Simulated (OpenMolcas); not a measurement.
S2+: the spin-orbit constant, Slater's ratio, worked from levels

| Quantity | Value |
| --- | --- |
| Program | OpenMolcas |
| Basis | ANO-R3 [6s5p4d3f1g] |
| Scalar Hamiltonian | X2C, finite nucleus |
| Active space | 2 electrons in 3 orbitals (3p) |
| State averaging | 2S+1 = 3 even, 3 roots; 2S+1 = 1 even, 6 roots |
| Spin-orbit coupling | RASSI with atomic mean-field integrals over the reference wave functions, term energies averaged over their components |

Methods: CASSCF; SS-CASPT2, IPEA 0.25 Eh, imaginary shift 0.1 Eh (closed shells correlated: 2s 2p 3s). Measured levels: NIST levels in Podobedova, Kelleher and Wiese, J. Phys. Chem. Ref. Data 38, 171 (2009).

**The spin-orbit constant.** For the Hund term 3P of p2, E(J) = (A/2) J(J+1) + constant and ζ = 2S·A = 2A. From J = 0 to J = 2 the energy changes by 3 A.

```csv
Source,E(2) - E(0),A,ζ
CASSCF,764.5,254.8,510
SS-CASPT2,765.7,255.2,510
measured,833.1,277.7,555
```

All in cm-1. SS-CASPT2 is off by -8.1 % and CASSCF by -8.2 %. Both methods take the spin-orbit matrix elements from the reference wave functions, so the second can move ζ only through the term energies and any multistate remixing. Second-order mixing with other terms is absorbed into this ζ.

**Slater's ratio.** With one set of orbitals, p2 has 1D - 3P = 6 F2 and 1S - 1D = 9 F2 (F2 = F²/25), a ratio of 3/2. Term energies are centres of gravity, weighted by 2J + 1.

| Source | 1D - 3P | 1S - 3P | F2 from the first | Ratio |
| --- | --- | --- | --- | --- |
| CASSCF | 13749 | 34144 | 2292 | 1.483 |
| SS-CASPT2 | 10488 | 26459 | 1748 | 1.523 |
| measured | 10760 | 26599 | 1793 | 1.472 |

Energies in cm-1. A ratio away from 3/2 shows effects beyond one configuration with one set of orbitals, and in heavier atoms second-order spin-orbit shifts.

CASPT2 does not keep the components of a term degenerate, so their means are used; among the terms shown or strongly mixed into the levels shown the widest spread is 120 cm-1 (3s2 3p2 1D, SS-CASPT2). With the s shell closed, the reference lacks s² → p² mixing. Computed and measured levels are paired by configuration, term and J; levels that our copy of the source lacks, or whose pairing is in doubt (as where it misses far off the trend of its configuration), stay unpaired and out of the deviations. Levels of configurations outside the active space are missing.
